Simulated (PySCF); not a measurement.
A calculated (CAM-B3LYP, PySCF 2.14, def2-TZVPPD, the non-relativistic Hamiltonian (point nucleus)) atom or ion has these occupied shells.

| shell | electrons | orbital energy (eV) | rms radius, mean of both spins (bohr) |
| --- | --- | --- | --- |
| 1s β | 1 | -10150.0 | 0.0572 |
| 1s α | 1 | -10150.0 | 0.0572 |
| 2s β | 1 | -1261.4 | 0.240 |
| 2s α | 1 | -1261.4 | 0.240 |
| 2p β | 3 | -1118.7 | 0.213 |
| 2p α | 3 | -1118.7 | 0.213 |
| 3s β | 1 | -161.79 | 0.711 |
| 3s α | 1 | -161.69 | 0.711 |
| 3p β | 3 | -115.07 | 0.741 |
| 3p α | 3 | -115.03 | 0.741 |
| 3d β | 5 | -34.783 | 0.906 |
| 3d α | 5 | -34.707 | 0.906 |
| 4s β | 1 | -19.626 | 2.37 |
| 4p α | 1 | -11.949 | 3.13 |

(1) Name the element and its charge.

## Answers

(1) Ga⁺ (gallium, charge +1), in [Ar] 3d10 4s1 4p1, 4s spin antiparallel (an excited configuration).
